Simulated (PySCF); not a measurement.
Species: C5H11O, net charge 0, doublet state. It need not be the lowest isomer of its formula. 
Geometry from a B3LYP-D3(BJ)/def2-TZVP (Ansatz) optimisation:
```xyz
17

C     -0.2405    -1.2653    -0.9360
C     -0.3256    -0.1380     0.0906
C     -1.1016     1.0605    -0.4537
C     -0.9484    -0.6334     1.3892
O      1.0126     0.2715     0.4844
C      1.8649     0.7236    -0.4621
H      0.3454    -2.0945    -0.5384
H     -1.2411    -1.6288    -1.1744
H      0.2290    -0.9267    -1.8594
H     -0.6873     1.4208    -1.3951
H     -2.1392     0.7773    -0.6354
H     -1.0871     1.8787     0.2671
H     -1.9683    -0.9782     1.2150
H     -0.9724     0.1679     2.1282
H     -0.3650    -1.4595     1.7964
H      1.4776     1.1403    -1.3823
H      2.8151     1.0462    -0.0649
```
Charge 0, spin multiplicity 2.

Dispersion corrections to the total energy (kcal/mol) from the dftd3 and dftd4 libraries through PySCF: D3(BJ) without and D4 with the three-body term, each with the damping fitted for the functional named.

| functional | D3(BJ) | D4 |
|---|---|---|
| r2SCAN | -2.52 | -2.18 |
| HF | ___ | -29.95 |
| BHLYP | -10.70 | -8.82 |
| B3LYP | -14.23 | -12.94 |
| TPSSh | -9.77 | -10.12 |
| PBE0 | -7.34 | ___ |
| HSE06 | ___ | -6.35 |

### Question
What belongs in the gaps?

### Answer

- HF, D3(BJ): -59.68
- PBE0, D4: -6.90
- HSE06, D3(BJ): -5.36
